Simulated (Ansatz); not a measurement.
Species: CrBr, net charge 0, sextet state. The spin state was set by rule; other spins were not relaxed. 
Geometry from a B3LYP-D3(BJ)/def2-TZVP (Ansatz, a quantum-chemistry and plane-wave program) optimisation:
```
Cr
Br 1 2.3683
```
Charge 0, spin multiplicity 6.

Dipole moments at this geometry, in debye (magnitudes).

| level | program | dipole (D) |
|---|---|---|
| SVWN5/def2-TZVPD | Ansatz | 4.85 |
| BLYP/def2-TZVPD | Ansatz | 4.77 |
| B97M-V/def2-TZVPD | Ansatz | … |
| PBE0/def2-TZVPD | Ansatz | 5.81 |
| CCSD(T)/def2-SVPD | Ansatz | … |

**Question.** Complete the blanks.

**Answer.** 
- B97M-V/def2-TZVPD, dipole (D): 5.39
- CCSD(T)/def2-SVPD, dipole (D): 6.85
